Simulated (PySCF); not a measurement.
Al(Cl)(Et)(NH2) (C2H7AlClN), SMILES C[CH2][Al]([NH2])[Cl]. Coordinates come from a PBE-D3(BJ)/def2-SVP optimisation. The structure was generated by enumeration; whether it is a known compound was not checked. Other conformers were not sampled.

Give the equilibrium geometry at PBE-D3(BJ)/def2-SVP (PySCF confirms it by a frequency run) as bond lengths and angles. (An estimate is asked for; the answer gives what the named calculation found.)

One answer among several that fit: 
Atoms: Al1 Cl2 C3 C4 H5 H6 H7 H8 H9 N10 H11 H12. Bonds (Å): Al1–Cl2 2.131, Al1–C3 1.963, Al1–N10 1.779, C3–C4 1.539, C3–H5 1.113, C3–H6 1.114, C4–H7 1.109, C4–H8 1.110, C4–H9 1.111, N10–H11 1.022, N10–H12 1.022. Bond angles (°): Cl2–Al1–C3 119.8, Cl2–Al1–N10 115.9, C3–Al1–N10 124.3, Al1–C3–C4 115.1, Al1–C3–H5 108.6, Al1–C3–H6 106.6, C4–C3–H5 111.0, C4–C3–H6 109.9, H5–C3–H6 105.0, C3–C4–H7 111.7, C3–C4–H8 111.8, C3–C4–H9 112.1, H7–C4–H8 106.7, H7–C4–H9 107.3, H8–C4–H9 107.0, Al1–N10–H11 124.7, Al1–N10–H12 125.2, H11–N10–H12 110.1.
